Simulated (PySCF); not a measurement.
# Reading the logs of faulty runs: CH5NSi2

These are calculations, not measurements. They come from PySCF 2.14.0, an open-source quantum chemistry program, on an isolated molecule that a program drew, which may never have been made. The molecule is CH5NSi2 (charge 0, singlet), drawn as the SMILES string `C[SiH]=N[SiH]`.

Each row is a Hartree-Fock (HF) and frozen-core CCSD(T) single point in the cc-pV(D+d)Z basis, meant for a local HF minimum. Run 1 is clean. Each other run has one planted mistake out of seven kinds, and not every kind appears here: one electron removed, one electron added, multiplicity raised by two, geometry at a saddle point, minimal basis STO-3G, one bond length entered in bohr, all coordinates scaled. The reference is restricted for singlets and unrestricted otherwise, and also for a bond in bohr. Adding or removing an electron swaps singlet and doublet. Electrons count all cores. HOMO and LUMO are orbital energies over both spins, the gradient is its largest component, and the lowest frequency (negative if imaginary) is given only where the gradient is small. Bond lengths are over the 8 bonds as drawn. T1 is the CCSD diagnostic: over 0.02 (restricted) or 0.045 (unrestricted) a single reference is doubtful.

Geometry of the clean run:
```xyz
9
CH5NSi2, angstrom
C    -3.1502    0.6831    0.1149
Si   -1.3271    0.9284    0.3732
N    -0.2773   -0.1951    0.6681
Si    0.8229   -1.3572    1.1824
H    -3.7132    1.2427    0.8680
H    -3.4458    1.0693   -0.8651
H    -3.4165   -0.3720    0.1798
H    -0.9414    2.3474    0.2683
H     1.3315   -1.8248   -0.1852
```

| run | electrons | basis functions | <S^2> | HOMO (eV) | LUMO (eV) | gradient (hartree/bohr) | lowest frequency (cm^-1) | mean bond (Å) | longest bond (Å) | T1 | HF (hartree) | CCSD(T) (hartree) | mistake |
|---|---|---|---|---|---|---|---|---|---|---|---|---|---|
| 1 | 46 | 99 | 0.000 | -7.55 | 2.10 | 3.9e-05 | 95 | 1.4236 | 1.858 | 0.0202 | -673.06799 | -673.62133 | no fault |
| 2 | 46 | 33 | 0.000 | -4.60 | 7.62 | 2.9e-02 | - | 1.4236 | 1.858 | 0.0227 | -665.17130 | -665.43454 | minimal basis STO-3G |
| 3 | 46 | 99 | 0.000 | -7.11 | 2.63 | 1.1e-01 | - | 1.2941 | 1.688 | 0.0172 | -672.96643 | -673.49994 | all coordinates scaled |
| 4 | 46 | 99 | 1.185 | -7.15 | 1.51 | 5.0e-02 | - | 1.6106 | 3.176 | 0.0323 | -672.94676 | -673.46152 | ? |
| 5 | 45 | 99 | 0.773 | -15.59 | -5.56 | 6.4e-02 | - | 1.4236 | 1.858 | 0.0238 | -672.82880 | -673.34983 | ? |

**Which mistake was planted in run 4, and what did it cost?**

The mean bond changes by a factor of 1.131 and the longest by 1.709, so the molecule wasn't scaled as a whole. A length L in bohr read as angstrom grows by (1/0.5292 - 1) L = 0.890 L. The 8 bonds together grew by 8 x 0.1870 = 1.496 Å, which gives L = 1.681 Å. That is bond N3-Si4, 1.681 Å in the clean geometry. So the mistake is: one bond length entered in bohr. Subtracting run 1 and multiplying by 627.51 kcal/mol a hartree, the energy moved by 76.1 kcal/mol in HF and 100.3 kcal/mol in CCSD(T).

**Which mistake was planted in run 5, and what did it cost?**

It counts 45 electrons, one fewer than the clean run, at the same geometry and basis. So the mistake is: one electron removed. Subtracting run 1 and multiplying by 627.51 kcal/mol a hartree, the energy moved by 150.1 kcal/mol in HF and 170.4 kcal/mol in CCSD(T).

Cautions from the logs. Run 1: T1 is over the limit, so its CCSD(T) energy is less reliable; run 2: T1 is over the limit, so its CCSD(T) energy is less reliable.
